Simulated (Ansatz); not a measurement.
Reaction (cleavage of the Si–B bond): `CSB[SiH2]O` + `[OH][SnH3]` → `O[SiH2][O][SnH3]` + `BSC`

Computed with Ansatz on PBE0-D4/def2-TZVP structures; ΔE is electronic, products minus reactants. CCSD(T)/CBS is the MP2 limit (def2-TZVPP, def2-QZVPP) plus CCSD(T) − MP2 in def2-TZVPP, frozen cores. DFT in def2-TZVPP. B3LYP here is the variant with VWN-RPA as its local correlation; programs differ in this. Elements past krypton have def2 core potentials. For Sn outer-core shells are correlated without core-valence functions, which leaves a few kJ/mol of doubt a bond. One conformer a species, not always the lowest.

```tsv
level	ΔE (kJ/mol)
PBE-D4	-124.6
PBE0-D4	-134.0
B3LYP-D4	-147.7
ωB97X-V	-147.4
PBE	-124.7
revPBE	-123.1
HF/def2-SVP	-169.3
HF/def2-QZVPP	-177.1
```

Question: What does CCSD(T)/CBS give? (An estimate is asked.)

Answer: The calculation gave: -150.2 kJ/mol. The listed levels differ from it by 25.6, 16.2, 2.5, 2.8, 25.5, 27.1, -19.1, -26.9 kJ/mol.

Largest T1 diagnostic among the species: 0.014.

From r2SCAN to r2SCAN0 (25 % exact exchange), in def2-TZVPP and without D4, ΔE moves by −4.8 kJ/mol. In def2-TZVPP, CCSD(T) changes the Hartree–Fock value by +23.9 kJ/mol (the triples alone add +3.4 kJ/mol) and MP2 by +18.5 kJ/mol. Leaving LDA and LC-ωPBE aside and taking each functional with its dispersion term where it has one, the values, not all of them listed here, spread over 37.2 kJ/mol, from BHLYP-D4 to revPBE-D4. LDA lies −3.5 kJ/mol from PBE without D4.

CCSD(T)/CBS has its own doubt, a few kJ/mol and more with outer-core shells, so smaller differences from it don't rank the levels.
